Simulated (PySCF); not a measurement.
Spectra and structures to be paired. Method used: TDDFT wB97X-D/def2-SVPD, vertical, gas phase, core orbitals frozen in the response (PySCF). Geometries: GFN2-xTB; one conformer of each isolated species. Triplets are in the Tamm–Dancoff approximation.

A. `C#C[SiH3]`
B. `C=C/N=C(\C)CCF`
C. `N#C[SiH2][SiH2][Si@@H](N)S`
D. `N#C[Si@@H](S)N([SiH3])[SiH3]`

Lowest singlet levels (six at most, fewer where fewer were computed) with oscillator strengths:

1. 270 nm (f 0.059); 196 nm (f 0.151); 187 nm (f 0.280); 179 nm (f 0.017); 169 nm (f 0.003); 167 nm (f 0.030); T1 3.66 eV
2. 231 nm (f 0.044); 214 nm (f 0.005); 210 nm (f 0.017); 200 nm (f 0.012); 196 nm (f 0.008); 185 nm (f 0.044); T1 4.99 eV
3. 200 nm (f 0.000); 192 nm (f 0.002 summed over 2 states); 155 nm (f 0.030 summed over 2 states); 144 nm (f 0.001 summed over 2 states); 141 nm (f 0.716); T1 5.18 eV
4. 209 nm (f 0.004); 201 nm (f 0.006); 192 nm (f 0.019); 189 nm (f 0.003); 185 nm (f 0.013); 175 nm (f 0.005); T1 5.66 eV

Question: Which spectrum belongs to which structure?

Answer: 1 = B, 2 = C, 3 = A, 4 = D.
- A: S1 at 6.21 eV, HOMO-1/HOMO→LUMO/LUMO+1 (≥92%); Löwdin shares by element: HOMO (one of a set within 0.03 eV) carbon 81%, silicon 8%, hydrogen 4% or more; LUMO (one of a set within 0.03 eV) carbon 57%, silicon 23%, hydrogen 7% or more; HOMO -10.17 and LUMO 1.83 eV; point group C3v, 1 of its 8 listed states under f = 0.0005.
- B: S1 at 4.60 eV, HOMO→LUMO (86%); Löwdin shares by element: HOMO carbon 53% or more, nitrogen 32% (atoms not listed hold the other 16%); LUMO carbon 48% or more, nitrogen 23% (atoms not listed hold the other 29%); HOMO -8.26 and LUMO 1.23 eV.
- C: S1 at 5.37 eV, HOMO→LUMO (72%), HOMO→LUMO+1 (11%); Löwdin shares by element: HOMO sulfur 61%, silicon 21% or more, hydrogen 6% or more; LUMO silicon 63%, sulfur 10% (atoms not listed hold the other 28%); HOMO -9.10 and LUMO 0.47 eV.
- D: S1 at 5.92 eV, HOMO→LUMO (76%); Löwdin shares by element: HOMO sulfur 65%, silicon 10% or more, hydrogen 5% or more, nitrogen 5% or more; LUMO silicon 17% or more, carbon 17%, nitrogen 15% or more, sulfur 13% (atoms not listed hold the other 38%); HOMO -9.82 and LUMO 0.56 eV.

A slash joins orbitals within 0.01 eV of each other, whose weights are summed (≥ marks a lower bound).
